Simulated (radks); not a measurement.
Q: Coherent X-ray form factor from a spherical all-electron density. All-electron calculation, scalar-relativistic Kohn-Sham, exchange-only LDA, spin-polarised, spherical densities, point nucleus. Program: a radial shooting solver on a logarithmic mesh with Libxc functionals.

sin(theta)/lambda (1/angstrom)  f0 (electrons)
0.05                                    39.943
0.1                                     39.771
0.15                                    39.489
0.2                                     39.099
0.25                                    38.608
0.3                                     38.023
0.4                                     36.603
0.5                                     34.914
0.6                                     33.042
0.8                                     29.076
1                                       25.278
1.25                                    21.278
1.5                                     18.247
2                                       14.208

The species is in the configuration that NIST lists as its ground one. Which atom or ion scatters so?

A: The rhenium ion Re35+, [Kr] 4d4. Extrapolating in s^2 from the first two rows gives f0(0) = 40.0, near the electron count 40; among species with that count, the fall with angle is slower the higher Z, and the table is that of Z = 75; from so few rows the species is fixed only to a neighbour or two.
